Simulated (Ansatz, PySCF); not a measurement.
Caution: the highest occupied level lies above zero, so the state may not be bound. This triplet is an excited state, 0.95 eV above the relaxed singlet at the level frozen-core CCSD(T)/aug-cc-pVDZ // B3LYP-D3(BJ)/def2-TZVPD (Ansatz, a quantum-chemistry and plane-wave program).

Cartesian coordinates (Å):
SMILES: [C-]#[N+][Al-][SiH3]
```xyz
7

C      3.4435     0.2526    -0.3897
N      2.3863    -0.2309    -0.5373
Al     0.7448    -1.1024    -0.8397
Si    -1.2324     0.0702    -0.0164
H     -1.5409     1.4291    -0.5881
H     -1.3466     0.3195     1.4646
H     -2.4547    -0.7381    -0.3357
```
Charge -1, spin multiplicity 3.

Give the highest occupied spin orbital and total energy at the level PySCF with PBE-D3(BJ)/def2-TZVPD // B3LYP-D3(BJ)/def2-TZVPD.


```json
{
 "highest_occupied_spin_orbital": "0.99 eV",
 "total_energy": "-626.2322 Ha"
}
```
